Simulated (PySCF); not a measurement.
C₃H₉NSi₂, SMILES N([Si@H](C)C#C)[SiH3].

The structure is a stationary point at B3LYP-D3(BJ)/def2-SVP. The structure was generated by enumeration; whether it is a known compound was not checked. One conformer was computed; it need not be the lowest.

Two levels are set side by side: TDA-PBE/def2-SVPD (PySCF) and TDA-LC-ωPBE/def2-SVPD (PySCF). Vertical, same geometry. The lowest singlet is HOMO→LUMO 94 % with PBE and HOMO−1→LUMO 27 %, HOMO−2→LUMO+2 13 %, HOMO−1→LUMO+1 10 %, HOMO−1→LUMO+4 8 % with the other functional; states are paired by order. Differences are taken from unrounded values.

| quantity | TDA-LC-ωPBE | TDA-PBE | TDA-PBE minus TDA-LC-ωPBE |
|---|---|---|---|
| lowest singlet excitation (eV) | 6.06 | 5.14 | -0.92 |
| lowest triplet excitation (TDA) (eV) | 4.79 | 4.75 | -0.04 |
| first bright state (f over 0.05) (eV) | 8.55 | 6.73 | -1.82 |
| its oscillator strength | 0.05 | 0.05 | 0.00 |

A lower first singlet is the usual sign of a functional without exact exchange. Differences between two approximate levels are no errors against the true value.

Rough cost on one machine, each run with all the roots and properties that it gave: TDA-LC-ωPBE against TDA-PBE about 4 times.
